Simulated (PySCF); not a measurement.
# Electron correlation in Br⁺ (bromine, charge +1)

[Ar] 3d10 4s2 4p4, high-spin 3P determinant. Calculation: PySCF 2.14, in cc-pVDZ-PP with ECP10MDF; scalar relativity through the core potential. Frozen: 3s2 3p6 3d10; 6 electrons correlated.

MP2 pair energies summed by pair of shells (mhartree):

```
 pair  energy  share (%)
4p-4p  -35.03       48.4
4s-4p  -31.77       43.9
4s-4s   -5.65        7.8
```

Total MP2 correlation energy: -72.46 mhartree.

Same-spin part -18.02 and opposite-spin part -54.44 mhartree; SCS-MP2 scales them by 1/3 and 6/5 to -71.33 mhartree.

```csv
level,correlation energy (mhartree)
CCSD,-87.83
(T),-0.81
CCSD(T),-88.64
```

Diagnostics: T1 = 0.0059, D1 = 0.0191, largest double amplitude 0.052.

Q: Is a single reference adequate?

A: Yes, within this model without spin-orbit coupling: T1 lies below 0.03 and no double amplitude reaches 0.07.
